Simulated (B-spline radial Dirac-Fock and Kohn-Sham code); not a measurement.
These are calculated numbers from a radial B-spline solver; the model is Dirac-Fock ΔSCF + Breit + QED. Free neutral atoms.

Q: Order these X-ray lines by photon energy, lowest first.
A. I Lη
B. Ru Lβ4
C. V Kβ1
D. Rh Lγ2
E. Ag Lγ3
F. Pm Lℓ

A: B (2744.3 eV), D (3364.7 eV), E (3752.0 eV), A (3777.3 eV), F (4807.0 eV), C (5425.9 eV).
